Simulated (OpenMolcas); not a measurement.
Mo4+ among 6 point charges of -1.7 e arranged as an octahedron (Oh), 1.93 Å from the ion.
```
   1.9300    0.0000    0.0000  -1.70
   0.0000    1.9300    0.0000  -1.70
  -1.9300    0.0000    0.0000  -1.70
   0.0000   -1.9300    0.0000  -1.70
   0.0000    0.0000    1.9300  -1.70
   0.0000    0.0000   -1.9300  -1.70
```

| Item | Value |
| --- | --- |
| Program | OpenMolcas 26.06 |
| Method | CASSCF |
| Basis | ANO-RCC-VTZP [7s6p4d2f1g] |
| Scalar Hamiltonian | DKH2, point nucleus |
| Active space | 2 electrons in 5 orbitals (4d) |
| State averaging | 2S+1 = 3 even, 10 roots; 2S+1 = 1 even, 15 roots |
| Spin-orbit coupling | state interaction with AMFI integrals over the reference wave functions |

Problem. What is the spin-free ground state (labels of O, the rotations of Oh)?

Solution. 3T1, 3-fold in its orbital part, 95 % from free-ion F terms; it has the highest spin that d2 allows.

Problem. Where is the first state of the same spin?

Solution. 3T2 at 10100 cm-1 above the ground state.

Problem. What are the lowest two levels with spin-orbit coupling?

Solution. A 2-fold level E, then a 3-fold level T2 127.4 cm-1 above it. Their leading multiplicities are 3 (99 %) and 3 (100 %).

Problem. What is χT at 300 K, and how does it compare with the textbook value?

Solution. The lowest level has 2S+1 = 3, for which the spin-only value is χT = S(S+1) / 2 = 1.000 cm3 K/mol (g = 2). The computed 0.257 at 300 K differs by -0.743, through orbital momentum, spin-orbit coupling and any other state in reach. With a threefold ground state the orbital momentum is unquenched, so the spin-only value is not expected to hold.

Problem. Which ligand-field parameters describe the states?

Solution. A least-squares ligand-field fit to the states below 45000 cm-1, each weighted by its degeneracy and with a free common offset, gives 10Dq = 11726 cm-1, B = 842 cm-1 and C = 3445 cm-1 (C/B = 4.09), with an rms deviation of 179 cm-1. 

An orbital triplet at a regular site is open to Jahn-Teller coupling, which can distort the site and quench the lowest spin-orbit gaps and is left out. Without dynamic correlation the repulsion within the d shell is too large (B by tens of per cent), so at a given field states of lower spin stand too high. This field is weak: 10Dq is about 11726 cm-1, while octahedral complexes of 4d ions of charge 3 and more, computed by the same method with explicit ligands, had a median near 25000 cm-1. Ground spin and moment need not be those of a real site. Point charges carry no covalency, so the field is a model and not that of real ligands. No measured value stands beside these numbers.
